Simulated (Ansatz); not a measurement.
H₇OSi₃ (`O[Si]([SiH3])[SiH3]`) radical. Charge 0, multiplicity 2.

```xyz
11

O     0.750    1.476   -1.407
Si    0.750    0.337   -0.196
Si   -0.354    1.239    1.649
Si   -0.008   -1.766   -0.887
H     1.062    1.197   -2.271
H    -1.762    1.627    1.354
H     0.370    2.435    2.155
H    -0.354    0.190    2.704
H    -1.432   -1.783   -1.332
H     0.828   -2.247   -2.023
H     0.150   -2.706    0.255
```

(1) List the harmonic frequencies (cm⁻¹, unscaled) at PBE0-D4/def2-TZVP in Ansatz. (An estimate is asked.)

(2) Is this a minimum?

(3) Give the ideal-gas thermochemistry at 298.15 K and 1 bar (rigid rotor, harmonic oscillator; point group C1, symmetry number 1).

(4) And at 400, 500, 600, 800 and 1000 K?

(5) Rotational constants (cm⁻¹)?

Answers

(1) Ansatz gave: 83, 91, 95, 149, 165, 264, 353, 431, 464, 521, 534, 544, 811, 848, 876, 898, 922, 926, 938, 944, 2192, 2203, 2206, 2219, 2225, 2227, 3905.

(2) Yes, all 27 modes are real.

(3) Zero-point energy 167.7 kJ/mol; H(298) − E = 193.2 kJ/mol; entropy 387.6 J/(mol·K), of which translation 167.2, rotation 116.3, vibration 98.3, electronic 5.8; G(298) − E = 77.6 kJ/mol. Modes under 100 cm⁻¹ are hindered rotations or soft bends, so the harmonic entropy is rough.

(4) 
```json
{"T (K)": "400", "H − E (kJ/mol)": "207.6", "S (J/mol/K)": "429.2", "G − E (kJ/mol)": "36.0"}
{"T (K)": "500", "H − E (kJ/mol)": "223.7", "S (J/mol/K)": "464.9", "G − E (kJ/mol)": "-8.8"}
{"T (K)": "600", "H − E (kJ/mol)": "241.1", "S (J/mol/K)": "496.7", "G − E (kJ/mol)": "-56.9"}
{"T (K)": "800", "H − E (kJ/mol)": "279.2", "S (J/mol/K)": "551.3", "G − E (kJ/mol)": "-161.8"}
{"T (K)": "1000", "H − E (kJ/mol)": "320.5", "S (J/mol/K)": "597.3", "G − E (kJ/mol)": "-276.8"}
```

(5) 0.1373, 0.06274, 0.04598.
